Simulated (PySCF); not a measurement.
C3H2N3, SMILES [c]1ncncn1, multiplicity 2.

Coordinates come from a B3LYP-D3(BJ)/def2-SVP optimisation. The isomer is the one that the SMILES or the coordinates give; other isomers of the formula were not compared.

Level of theory: TDA-PBE/def2-SVPD in PySCF 2.14.0.

Vertical excitations. The molecule is in vacuum.

Computed excitation energies, oscillator strengths and character:
| state | energy (eV) | λ (nm) | f | main pairs |
|---|---|---|---|---|
| root 1 | 2.20 | 564 | 0.000 | α HOMO→LUMO 100 % |
| root 2 | 2.64 | 470 | 0.004 | α HOMO→LUMO+1 99 % |
| root 3 | 3.57 | 348 | 0.000 | α HOMO−1→LUMO 35 %, β HOMO→LUMO+1 64 % |
| root 4 | 3.57 | 348 | 0.009 | β HOMO→LUMO 97 % |
| root 5 | 4.04 | 307 | 0.032 | β HOMO−1→LUMO 94 % |
| root 6 | 4.09 | 303 | 0.007 | α HOMO−1→LUMO 64 %, β HOMO→LUMO+1 35 % |
| root 7 | 4.21 | 294 | 0.000 | α HOMO−1→LUMO+1 72 %, β HOMO→LUMO+2 16 %, β HOMO−1→LUMO+1 12 % |
| root 8 | 4.29 | 289 | 0.000 | α HOMO−1→LUMO+1 6 %, β HOMO−1→LUMO+1 85 % |
| root 9 | 4.48 | 277 | 0.000 | α HOMO−1→LUMO+1 21 %, β HOMO→LUMO+2 77 % |
| root 10 | 4.63 | 268 | 0.000 | α HOMO−2→LUMO+1 37 %, β HOMO−1→LUMO+2 54 %, β HOMO−2→LUMO 8 % |
Unrestricted roots are not spin-pure.
